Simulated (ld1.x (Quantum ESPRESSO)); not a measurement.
# Reading a pseudo-wave (phosphorus (P))

Columns: radius, all-electron u(r) and pseudo u(r) of the 3s shell (level -14.64 eV) of phosphorus in the configuration [Ne] 3s1 3p4; LDA (PZ), non-relativistic, TM scheme, ld1.x (Quantum ESPRESSO) 7.5.

```csv
r (bohr),all-electron,pseudo
0.080,0.1737,0.0244
0.160,-0.0681,0.0496
0.240,-0.2809,0.0765
0.320,-0.3776,0.1061
0.400,-0.3701,0.1393
0.480,-0.2912,0.1770
0.560,-0.1709,0.2202
0.640,-0.0321,0.2693
0.720,0.1098,0.3247
0.800,0.2449,0.3857
0.880,0.3674,0.4509
0.960,0.4741,0.5178
1.040,0.5642,0.5834
1.120,0.6375,0.6440
1.200,0.6952,0.6963
1.280,0.7382,0.7380
1.360,0.7683,0.7680
1.440,0.7868,0.7867
1.520,0.7953,0.7953
1.600,0.7954,0.7954
1.680,0.7884,0.7884
1.760,0.7755,0.7755
1.840,0.7579,0.7579
1.920,0.7366,0.7366
2.000,0.7124,0.7124
2.080,0.6861,0.6861
```

**Question.** How many radial nodes do the two functions have?

**Answer.** The all-electron 3s function has n − l − 1 = 2; the pseudo-wave has 0, since the states of the same l below it are removed with the core.

**Question.** At about which radius was the pseudo-wave matched?

**Answer.** 1.60 bohr. The columns agree to 0.0005 from 1.28 bohr on; several derivatives are matched, so the curves merge somewhat inside the radius.

**Question.** Is the pseudo-wave norm-conserving?

**Answer.** Yes: the TM scheme keeps the norm inside the radius equal to the all-electron one, which fixes the energy derivative of the logarithmic derivative at the level.
